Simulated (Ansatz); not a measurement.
Input file for C3H15GeNSi2 (`C[SiH2][N]([GeH3])[SiH](C)C`):

```yaml
crystal:
  periodic: [false, false, false]
  atoms:
    - {symbol: C, position_ang: [1.303134, -2.508290, -1.494249]}
    - {symbol: Si, position_ang: [1.511141, -0.713163, -1.029524]}
    - {symbol: N, position_ang: [0.049541, -0.000835, -0.435971]}
    - {symbol: Ge, position_ang: [-1.284198, 0.426039, -1.639398]}
    - {symbol: Si, position_ang: [-0.121319, 0.365089, 1.255045]}
    - {symbol: C, position_ang: [-1.931944, 0.432183, 1.716779]}
    - {symbol: C, position_ang: [0.711081, 1.978518, 1.693588]}
    - {symbol: H, position_ang: [0.977501, -3.094956, -0.631813]}
    - {symbol: H, position_ang: [0.557423, -2.624207, -2.285469]}
    - {symbol: H, position_ang: [2.245876, -2.926157, -1.858048]}
    - {symbol: H, position_ang: [2.537008, -0.586776, 0.044599]}
    - {symbol: H, position_ang: [1.993662, 0.037218, -2.224923]}
    - {symbol: H, position_ang: [-0.723211, 0.154750, -3.045178]}
    - {symbol: H, position_ang: [-2.531191, -0.443240, -1.397337]}
    - {symbol: H, position_ang: [-1.666716, 1.911009, -1.495306]}
    - {symbol: H, position_ang: [0.534351, -0.731739, 2.026808]}
    - {symbol: H, position_ang: [-2.030456, 0.614459, 2.790474]}
    - {symbol: H, position_ang: [-2.457924, 1.240265, 1.199992]}
    - {symbol: H, position_ang: [-2.440900, -0.506965, 1.487780]}
    - {symbol: H, position_ang: [0.627066, 2.187299, 2.763819]}
    - {symbol: H, position_ang: [0.257428, 2.811209, 1.148661]}
    - {symbol: H, position_ang: [1.773247, 1.948388, 1.438272]}
basis:
  gaussian: {orbitals: def2-TZVPP}
correlation: {method: ccsd_t}
output: {orbitals: {seedname: orbitals}}
```

```sh
$ ansatz run in.yaml --threads 4 --pin off --events-out ev --progress --plain --max-ram 46080MiB --backend cuda --devices 0, --max-vram 37GiB
```

Log, shortened:

```
Functional definition: HF
2681 factors; integrals over basis functions are off by at most 1.2e-3 eV
mean field evaluation 1: about -77006.3126 eV, gradient 5.3e1 eV
mean field evaluation 2: about -77006.6642 eV, gradient 5.3e1 eV
mean field evaluation 4: about -77013.7575 eV, gradient 6.8e0 eV
mean field evaluation 8: about -77013.8982 eV, gradient 3.5e-1 eV
mean field -77013.89863092 eV, -2830.2085727909 hartree, gradient 2.8e-6 eV, S^2 0.000000; 0 other end points of the search recorded, 0 dependent functions left out
23 core orbitals not correlated: weight in the atoms' cores, before any rotation towards them, 1.000 or more for the frozen orbitals, at most 0.000 for the correlated occupied ones
reference -77013.89863092 eV, -2830.2085727909 hartree; 27, 27 occupied and 416, 416 virtual orbitals, 2681 factors
second order -34.40101205 eV of doubles, -0.00000000 eV of singles
cycle   1  -35.53025916 eV  change    -1.1e0 eV  update   1.3e-1
cycle   2  -36.52139174 eV  change   -9.9e-1 eV  update   3.7e-2
cycle   3  -36.66998132 eV  change   -1.5e-1 eV  update   1.7e-2
cycle   4  -36.65853554 eV  change    1.1e-2 eV  update   3.7e-3
cycle   5  -36.65738938 eV  change    1.1e-3 eV  update   1.5e-3
cycle   6  -36.65712526 eV  change    2.6e-4 eV  update   3.8e-4
cycle   7  -36.65698668 eV  change    1.4e-4 eV  update   1.4e-4
cycle   8  -36.65700623 eV  change   -2.0e-5 eV  update   4.2e-5
perturbative correction -1.40640240 eV, -0.0516843349 hartree
Total energy: -77051.96203956 eV, -2831.6073772580 hartree
```

It took 27 s on 4 threads of an AMD EPYC 7R13 on a shared host and a share of an NVIDIA H100 80 GB, with 1.1 GiB of host memory at the peak.

Correlation energy per correlated electron: -0.705 eV. T1 diagnostic: 0.0109.
